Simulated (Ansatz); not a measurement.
`[OH][In]([OH])[O][SiH3]` + `[OH][In]([F])[SH]` → `[F][In]([SH])[O][SiH3]` + `[OH][In]([OH])[OH]`  (ligand exchange at the Si–O bond)

Gas-phase electronic energies from Ansatz, PBE0-D4/def2-TZVP geometries. CBS: MP2 limit from def2 TZ/QZ plus the TZ coupled-cluster correction, frozen cores. DFT in def2-TZVPP. Elements past krypton have def2 core potentials. For In outer-core shells are correlated without core-valence functions, which leaves a few kJ/mol of doubt a bond. Each species was taken in one conformer, which may not be the lowest.

```json
{"level": "PBE0-D4", "ΔE (kcal/mol)": "0.4", "difference from CCSD(T)/CBS": "0.2"}
{"level": "ωB97M-V", "ΔE (kcal/mol)": "0.2", "difference from CCSD(T)/CBS": "0.0"}
{"level": "B2PLYP", "ΔE (kcal/mol)": "0.0", "difference from CCSD(T)/CBS": "-0.2"}
{"level": "PBE0", "ΔE (kcal/mol)": "0.3", "difference from CCSD(T)/CBS": "0.1"}
{"level": "HF/def2-TZVPP", "ΔE (kcal/mol)": "-0.5", "difference from CCSD(T)/CBS": "-0.7"}
{"level": "MP2/def2-TZVPP", "ΔE (kcal/mol)": "0.1", "difference from CCSD(T)/CBS": "-0.1"}
{"level": "CCSD/def2-TZVPP", "ΔE (kcal/mol)": "-0.1", "difference from CCSD(T)/CBS": "-0.3"}
{"level": "CCSD(T)/def2-TZVPP", "ΔE (kcal/mol)": "0.1", "difference from CCSD(T)/CBS": "-0.1"}
{"level": "MP2/def2-QZVPP", "ΔE (kcal/mol)": "0.1", "difference from CCSD(T)/CBS": "-0.1"}
{"level": "CCSD/CBS(def2)", "ΔE (kcal/mol)": "0.1", "difference from CCSD(T)/CBS": "-0.1"}
{"level": "CCSD(T)/CBS", "ΔE (kcal/mol)": "0.2", "difference from CCSD(T)/CBS": "0"}
```

Largest T1 diagnostic among the species: 0.017.
